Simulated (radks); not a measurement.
Charge is removed step by step from the 4s down level of neutral thulium, starting from [Ar] 3d10 4s(up 1, down 1) 4p6 4d10 4f13 5s2 5p6 6s2. Calculated with a radial shooting solver on a logarithmic mesh with Libxc functionals: scalar-relativistic Kohn-Sham, LDA (Slater exchange, Perdew-Wang correlation), spin-polarised, spherical densities, finite nucleus; open shells are filled with parallel spins first (spin-orbit coupling, left out, can overturn this in heavy ions); Fermi nuclear charge, rms radius 5.2256 fm.

removed (e)	E - E(0) (eV)	eigenvalue (eV)	E minus straight line (eV)
0	0.000	-441.24	0.000
0.1	44.156	-442.80	-0.789
0.2	88.472	-444.43	-1.418
0.3	132.95	-446.13	-1.880
0.4	177.61	-447.88	-2.170
0.5	222.44	-449.69	-2.281
0.6	267.46	-451.54	-2.209
0.7	312.66	-453.44	-1.950
0.8	358.06	-455.39	-1.498
0.9	403.65	-457.37	-0.849
1	449.45	-459.40	0.000

Removing the whole electron costs 449.45 eV by Delta-SCF, against 441.24 eV from minus the eigenvalue at the starting occupation. Slater's transition state (half an electron removed) gives 449.69 eV. Integrating minus the eigenvalue over the occupation (Janak's theorem) gives 449.90 eV. In this scalar-relativistic scheme the density is built from large components alone, so the theorem holds only approximately. The mean slope of the eigenvalue, de/dn, is 18.2 eV per electron.
